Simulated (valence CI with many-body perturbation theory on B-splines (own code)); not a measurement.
Values are calculated unless marked as measured or tabulated.
## Sr¹⁴⁺: what each term of the Hamiltonian does

Level of theory: relativistic CI+MBPT: six valence electrons over a frozen Dirac-Fock core [Ar], a basis of 7 s, 7 p, 8 d, 6 f, 4 g, 1 h functions for each j, with the one-electron correlation potential Σ1, the two-electron term Σ2, the three-electron term Σ3, Breit, model QED; selected CI, second order for the rest, scaled by the run's own slope (own B-spline code, finite nucleus).

No measured spectrum was set against this ion. As an estimate, terms of the open shell hold to 2 to 4 % of their energy, and close levels can change places. Core correlation moves these levels by up to 7000 cm⁻¹, and in measured spectra 5 to 20 % of such shifts remained as error; rates that hang on mixing are uncertain with them. Among the levels kept, up to 680 cm⁻¹ of a level comes from second order outside the variational space, and about a tenth of that is noise between levels of different J, which matters for small intervals. Only levels of the ground parity were solved; by the run's estimate the other parity begins above the list, which can be wrong where configurations are misplaced.

Each rung adds one term. CI alone is the Dirac-Coulomb CI over the frozen core; QED comes last and gives the full result, which names the levels. Energies are above 3d6 5D_4 on the same rung, in eV.

Names give the largest LS component (configuration and term), which can be under half, so a name can repeat, a term be missing and a line seem to break the LS rules; names also repeat where a configuration has a term twice. Letters in brackets count levels of one name in rising energy.

```
       Level  CI alone
    3d6 5D_3     0.957
    3d6 5D_2     1.398
    3d6 5D_1     1.745
    3d6 5D_0     1.895
3d6 3H_4 [a]     7.076
3d6 3P_2 [a]     7.364
    3d6 3H_6     7.480
    3d6 3H_5     7.618
3d6 3F_3 [a]     8.553
3d6 3H_4 [b]     8.756
3d6 3F_2 [a]     8.919
3d6 3P_1 [a]     9.975
3d6 3P_0 [a]     9.949
    3d6 3G_5     9.849
    3d6 3G_4    10.432
    3d6 3G_3    10.730
```

What do these energies become with core correlation, Breit and QED?

3d6 5D_3 1.025 (+0.0672); 3d6 5D_2 1.465 (+0.0665); 3d6 5D_1 1.842 (+0.0973); 3d6 5D_0 1.958 (+0.0638); 3d6 3H_4 [a] 6.829 (-0.2470); 3d6 3P_2 [a] 6.892 (-0.4722); 3d6 3H_6 7.184 (-0.2958); 3d6 3H_5 7.374 (-0.2441); 3d6 3F_3 [a] 8.258 (-0.2946); 3d6 3H_4 [b] 8.533 (-0.2237); 3d6 3F_2 [a] 8.563 (-0.3560); 3d6 3P_1 [a] 9.565 (-0.4097); 3d6 3P_0 [a] 9.569 (-0.3798); 3d6 3G_5 9.589 (-0.2594); 3d6 3G_4 10.179 (-0.2531); 3d6 3G_3 10.508 (-0.2223).

How does the ionisation energy move along the ladder, and which term matters most?

CI alone 488.44, + Σ1 490.50, + Σ2 499.66, + Σ3 499.84, + Breit 499.75, + QED 499.77 eV. The largest step is Σ2, 9.16 eV. NIST lists 499 ± 3 eV (theoretical).
